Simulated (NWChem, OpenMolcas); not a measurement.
## How basis sets differ on BSiH4O2F (SMILES O[SiH2]B(O)F)

The species is BSiH4O2F (9 atoms), meant as a singlet with charge 0. As SMILES, `O[SiH2]B(O)F`. Geometry: relaxed at PBE0-D4/def2-TZVP. This is one conformer, not always the lowest.

| atom | x (Å) | y (Å) | z (Å) |
| --- | --- | --- | --- |
| O | 1.1525 | 0.6501 | 1.7030 |
| Si | 0.8376 | -0.4398 | 0.5002 |
| B | -0.7015 | 0.1940 | -0.6709 |
| O | -0.9680 | -0.3816 | -1.8590 |
| F | -1.4885 | 1.1969 | -0.2504 |
| H | 0.4010 | 1.0981 | 2.0929 |
| H | 2.0933 | -0.5798 | -0.2781 |
| H | 0.4933 | -1.7816 | 1.0563 |
| H | -1.7313 | -0.0026 | -2.3111 |

Quantity: the HOMO–LUMO gap, in eV. The values are calculated.

| level | kind | program | value (eV) |
| --- | --- | --- | --- |
| HF/ANO-RCC-MB (DKH2) | Hartree–Fock | OpenMolcas | 15.52 |
| HF/STO-3G | Hartree–Fock | NWChem | 16.76 |
| HF/3-21G | Hartree–Fock | OpenMolcas | 14.88 |
| HF/ANO-RCC-VDZ (DKH2, RICD fitting) | Hartree–Fock | OpenMolcas | 14.29 |
| HF/def2-SVP | Hartree–Fock | OpenMolcas | 14.83 |

The values span 14.29 to 16.76 eV. A Hartree–Fock LUMO above zero doesn't converge with the basis: it sinks as sets grow more diffuse. Orbital gaps aren't excitation energies.
